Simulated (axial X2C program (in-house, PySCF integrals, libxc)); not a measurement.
# Potential curves of CoN⁺, with spin–orbit coupling

Computed with an in-house all-electron X2C program for linear molecules (integrals from PySCF). Two-component (2c) means X2C with spin–orbit coupling and atomic mean-field two-electron Coulomb and Gaunt terms. Basis: Co dyall-cv3z [9s10p6d3f2g], N dyall-av3z [7s7p3d2f] (cores contracted in-house); Gaussian nuclei, density fitting, unrestricted open shells. Masses: Co 58.933 u, N 14.003 u.

State: Ω = 7/2 (⟨Sz⟩ = 0.50, ⟨Lz⟩ = 3.00 at r2SCAN). Energies in eV from the lowest point of each curve. Fits are polynomials in 1 − R0/R over 0.85 to 1.23 times the lowest point R0.

```json
{"R (Å)": "1.5329", "r2SCAN": "0.2173"}
{"R (Å)": "1.6034", "r2SCAN": "0.0447"}
{"R (Å)": "1.6563", "r2SCAN": "0.0000"}
{"R (Å)": "1.7091", "r2SCAN": "0.0066"}
{"R (Å)": "1.7620", "r2SCAN": "0.0523"}
{"R (Å)": "1.8237", "r2SCAN": "0.1437"}
{"R (Å)": "1.8853", "r2SCAN": "0.2652"}
{"R (Å)": "1.9646", "r2SCAN": "0.4524"}
{"R (Å)": "2.0615", "r2SCAN": "0.7069"}
{"R (Å)": "2.2025", "r2SCAN": "1.0824"}
```

The state is one determinant whose occupation by symmetry is held fixed; it was picked as the lowest of a PBE0 search that is not exhaustive. Density functionals use the spin component along the axis (collinear). The functionals have no current-density term, which raises determinants with orbital currents, atoms included. With several unpaired electrons one determinant need not be a pure state. At some level and bond length an empty orbital lies below a filled one. The lowest spin-free determinant has another configuration (M_S = 5/2, Λ = 0), so the order of states is uncertain and this need not be the ground state.

Fit the r2SCAN curve near its minimum: give the equilibrium distance and the harmonic wavenumber.

At r2SCAN, 2c: Re = 1.674 Å, ωe ≈ 630 cm⁻¹; Be follows as 0.531 cm⁻¹.
